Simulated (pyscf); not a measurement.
Elimination: H₃Si–Te–Sn:–Cl [singlet] → H₃Si–Cl + :Sn=Te [singlet]

Gas phase, singlet surface, charge 0. Bonds broken: Cl1–Sn2, Te3–Si4. Bonds formed: Cl1–Si4. PySCF, gas phase, ωB97X-D3(BJ)/def2-SVP geometries.

Transition state (Å):

```xyz
7

Cl     1.0752     0.7183    -1.0231
Sn     3.4236     0.6060     0.0680
Te     2.1443    -0.3323     2.0964
Si    -0.2751    -0.2572     0.6498
H     -0.2183    -1.7367     0.5556
H     -1.3444     0.1590    -0.3150
H     -0.8177     0.2858     1.9270
```

One imaginary mode, 261i cm⁻¹; descent along it reached the two sides named, in the forms told below.

```
bond     change  reactant side (Å)  saddle  product side
-------  ------  -----------------  ------  ------------
Cl1–Sn2  breaks              2.394   2.592           3.1
Te3–Si4  breaks              2.486     2.8           3.8
Cl1–Si4   forms                3.3   2.361         2.101
```

Electronic energies relative to the reactant's lowest minimum found (kJ/mol):

```csv
level,barrier,reaction energy,reverse barrier
ωB97X-D3(BJ)/def2-TZVP,124.1,+104.1,19.9
PBE/def2-TZVP,102.0,+60.3,41.8
r²SCAN/def2-TZVP,111.5,+65.3,46.2
B3LYP-D3(BJ)/def2-TZVP,115.5,+68.8,46.8
PBE0-D3(BJ)/def2-TZVP,112.4,+77.3,35.1
M06-2X/def2-TZVP,121.4,+70.5,50.9
ωB97M-D3(BJ)/def2-TZVP,120.7,+65.2,55.6
HF/def2-TZVP,155.7,+28.5,127.2
```

With ωB97M-D3(BJ)/def2-TZVP energies and thermal terms (ideal gas, 1 atm, RRHO with modes under 100 cm⁻¹ raised to 100, one conformer, R ln 2 for chiral ones without a mode under 150 cm⁻¹), in kJ/mol:

```
T (K)    ΔH‡    ΔG‡     ΔH     ΔG
-----  -----  -----  -----  -----
298    118.6  122.0  +63.0  +23.7
600    115.9  126.4  +58.7  -14.4
900    113.2  132.3  +54.7  -50.0
1200   110.7  139.1  +50.8  -84.4
```

On the product side the descent ends in a complex, 27.9 kJ/mol under the separated species and 47.8 kJ/mol under the saddle at ωB97X-D3(BJ)/def2-TZVP. This is the saddle that the search found; another between the same sides may lie lower. Elements past Kr carry the def2 core potentials, without spin-orbit coupling.
